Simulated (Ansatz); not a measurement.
Ansatz (an electronic-structure program) was given this input:
Ansatz 0.2 input:
```yaml
crystal:
  periodic: [false, false, false]
  atoms:
    - {symbol: Ge, position_ang: [0.01332486, -0.01119836, 0.43892087]}
    - {symbol: F, position_ang: [0.62471047, 1.17087434, -0.77062296]}
    - {symbol: F, position_ang: [-0.84344090, -1.41102285, -1.09721093]}
basis:
  gaussian:
    orbitals: 6-31G__.json
hamiltonian:
  xc: hf
scf: {lower_state_search: off}
magnetization: {spin_polarized: true}
```
The basis file holds 6-31G** in the JSON format of the Basis Set Exchange.

Question: Estimate the total energy that Ansatz with HF/6-31G** returns for this input.

Answer: -2273.9542 Eh

Question: Estimate the number of basis functions that HF/6-31G** returns for this input.

Answer: 65
